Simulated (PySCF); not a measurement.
## Rh³⁵⁺: ionisation energy

Rh³⁵⁺ [Ne] (1S) → Rh³⁶⁺ [He] 2s2 2p5 (2P), as a difference of total energies. Computed with PySCF 2.14 in an even-tempered Gaussian basis (19 s from 13 bohr⁻², ratio 2.2; 12 p from 17 bohr⁻², ratio 2.2; 6 d from 75 bohr⁻², ratio 2.4; 5 f from 110 bohr⁻², ratio 2.4; 4 g from 170 bohr⁻², ratio 2.4), with scalar relativity by spin-free X2C-1e. Correlated levels: nothing frozen; virtual orbitals above 40 to 60 times the deepest correlated orbital energy dropped. The calculations carry no spin-orbit coupling.

```tsv
method	ionisation energy (eV)
UHF	5063.4
LDA	5061.2
PBE	5061.4
PBE0	5062.4
r2SCAN	5064.7
revPBE	5061.1
BP86	5062.5
MP2 (all electrons)	5065.1
SCS-MP2 (all electrons)	5065.0
```

A first-order spin-orbit estimate (lowest level to lowest level, LS coupling) adds -48.520 eV.

For this ion Breit and QED terms and the two-electron picture change, all absent here, outweigh the differences among the correlated methods.

For comparison: 5018 ± 3 eV (semi-empirical (NIST evaluation); NIST Atomic Spectra Database, ionization energies).
